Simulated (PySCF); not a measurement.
Au(CNMe) (C₂H₃AuN), SMILES C[N+]#[C-]->[Au] (connectivity only; charge and spin as stated), neutral, multiplicity 2. Atoms are numbered in the order given.

```xyz
7

Au    -0.0285     0.7405     0.0000
C     -0.2416    -3.7075     0.0000
N      0.2147    -2.3703     0.0000
C      0.5496    -1.2449     0.0000
H     -0.8544    -3.8948    -0.8953
H      0.6116    -4.4036     0.0000
H     -0.8544    -3.8948     0.8953
```
Charge 0, spin multiplicity 2.

Geometry optimised at B3LYP-D3(BJ)/def2-SVP. A frequency run showed that this geometry is not a minimum. The spin state was assumed, not searched. The isomer is the one that the SMILES or the coordinates give; other isomers of the formula were not compared. The def2 effective core potentials stand for the cores of Au; spin–orbit coupling is left out.

Computed with PySCF with TDA-CAM-B3LYP/def2-SVPD.

Vertical excitations. Gas-phase values at a fixed geometry.

```tsv
state	energy (eV)	λ (nm)	f	main pairs
root 1	2.60	476	0.019	α HOMO→LUMO 96 %
root 2	2.82	439	0.110	α HOMO→LUMO+1 92 %
root 3	3.21	386	0.017	β HOMO→LUMO 94 %
root 4	3.54	350	0.000	β HOMO−1→LUMO 95 %
root 5	3.54	350	0.000	β HOMO−2→LUMO 95 %
root 6	3.84	323	0.003	β HOMO−3→LUMO 88 %
root 7	3.90	318	0.001	β HOMO−4→LUMO 93 %
root 8	4.24	292	0.112	α HOMO→LUMO+3 52 %, α HOMO→LUMO+2 35 %, β HOMO−3→LUMO 5 %
root 9	4.66	266	0.040	α HOMO→LUMO+4 64 %, β HOMO→LUMO+1 23 %
root 10	4.71	263	0.043	α HOMO→LUMO+2 58 %, α HOMO→LUMO+3 29 %
```
Unrestricted roots are not spin-pure.
